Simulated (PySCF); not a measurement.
# Boron: a sound run and one with changed settings

Sound run: B⁺ [He] 2s2, B²⁺ [He] 2s1. All numbers are calculated (PySCF 2.14, no relativity, point nucleus, in def2-SVP (3s2p1d, 14 functions)). In the sound run the correlated levels freeze 1s2. The sound run starts from symmetry-adapted Hartree-Fock orbitals and uses a fine grid where one is needed.

A second run was set up differently.

| species | method | sound run (hartree) | changed run (hartree) | converged |
| --- | --- | --- | --- | --- |
| B⁺ | MP2 | -24.23480 | -24.23588 | yes |
| B⁺ | CCSD(T) | -24.26125 | -24.26204 | yes |
| B²⁺ | MP2 | n/a | -23.34790 | yes |
| B²⁺ | CCSD(T) | n/a | -23.34797 | yes |

Ionisation energy of B⁺:

```
 method  sound run (eV)  changed run (eV)
    UHF          23.260            23.260
    MP2          24.154            24.163
SCS-MP2          24.333            24.343
   CCSD          24.874            24.872
CCSD(T)          24.874            24.873
```

Q: What was changed?
A. minimal basis
B. all electrons correlated in a valence basis
C. level shift left on
D. too few SCF iterations

A: B. A valence basis has no tight correlating functions, so it recovers only part of the core correlation, and not evenly between atom and ion.
